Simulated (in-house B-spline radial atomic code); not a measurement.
Rb III (Rb2+): [Ar] (3d3/2)3 (3d5/2)6 4s2 4p6 (with a hole in an inner shell)

Level of theory: Dirac-Hartree-Fock, average of the jj configuration, Fermi nucleus of rms radius 4.2036 fm; calculated with a B-spline radial code for spherical atoms.

Z_r = [3n² - l(l+1)]/(2<r>); Z_e = n√(-2ε); the last column is Slater's effective charge. Values are occupation-weighted means over j. An effective charge above Z reflects the relativistic contraction of the inner shells.

```tsv
shell	electrons	ε (eV)	<r> (bohr)	Z_r	Z_e	Slater
1s	2	-15335	0.04028	37.24	33.57	36.70
2s	2	-2149.4	0.177	33.90	25.14	32.85
2p	6	-1904.8	0.1549	32.27	23.66	32.85
3s	2	-376.16	0.5029	26.84	15.77	25.75
3p	6	-294.46	0.51	24.51	13.96	25.75
3d	9	-161.51	0.5096	20.60	10.34	16.20
4s	2	-64.788	1.393	17.22	8.73	10.10
4p	6	-42.445	1.581	14.55	7.07	10.10
```

The least bound orbital is 4p3/2 at -42.1 eV, and it is also the most diffuse (<r> = 1.589 bohr). The part-filled 3d shell lies below the filled 4p shell in orbital energy.

For the 1s electron the small component carries 1.81 % of the norm, the zero-frequency Breit interaction raises the level by 25.82 eV, self-energy by 13.74 eV, and vacuum polarisation lowers it by 1.455 eV.
